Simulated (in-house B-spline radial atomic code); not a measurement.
## LDA exchange-only excitations of Ca

Method: LDA exchange-only. Computed with an all-electron radial atomic-structure program (B-spline basis): linear response of the closed shell [Ar] 4s2 with the functional's adiabatic kernel; non-relativistic, point nucleus, no spin-orbit coupling, no double excitations, S, P, D and F terms only; shells from n = 2 respond.

Command:
```bash
python run_td.py task.json out
```
Settings (radii: box in bohr, nucleus in fm):
```
Z                        20
electrons                20
configuration            [Ar] 4s2
hamiltonian              nr
method                   lda,
box_radius               75
intervals                58
```

Time taken, with all properties: 0.2 s on 1 thread of Intel(R) Xeon(R) 6975P-C (Granite Rapids) (shared host).

The lowest states, in the order of their Tamm-Dancoff energies; the method's threshold (minus the highest occupied level) is 3.030 eV. Labels give the largest channel, * marks a mixed state, and oscillator strengths are full-response dipole values. Measured ¹D terms are left out, since they can mix with doubly excited terms. Semilocal kernels can invert the small singlet-triplet splittings of Rydberg terms. Energies in eV:

| state | full response | Tamm-Dancoff | oscillator strength | measured (J-weighted term) |
| --- | --- | --- | --- | --- |
| 4s → 3d 3D | ? | ? | - | ? |
| 4s → 4p 3P | ? | ? | - | ? |
| 4s → 3d 1D | 2.035 | 2.047 | - | - |
| 4s → 4p 1P | 2.833 | - | 1.41 | 2.933 |
| 4s → 5s 3S | 2.928 | 2.939 | - | 3.910 |

Problem. Where does 4s → 4p 3P lie?

Solution. At 1.115 eV in full response, 1.422 eV in Tamm-Dancoff; measured 1.892 eV.

Problem. Where does 4s → 3d 3D lie?

Solution. At 1.144 eV in full response, 1.313 eV in Tamm-Dancoff; measured 2.524 eV.

Problem. How large is the singlet-triplet splitting of 4s → 3d (D terms) in Tamm-Dancoff?

Solution. 0.734 eV, from the unrounded values.

Problem. What polarisabilities and dispersion coefficient does the method give?

Solution. Dipole 162.9 bohr³, quadrupole 3924 bohr⁵, C6 2262 hartree·bohr⁶ for two such species. Recommended dipole value: 160.8 ± 4 bohr³ (Schwerdtfeger and Nagle, table of static dipole polarizabilities (2023 update)), which includes relativity and correlation.
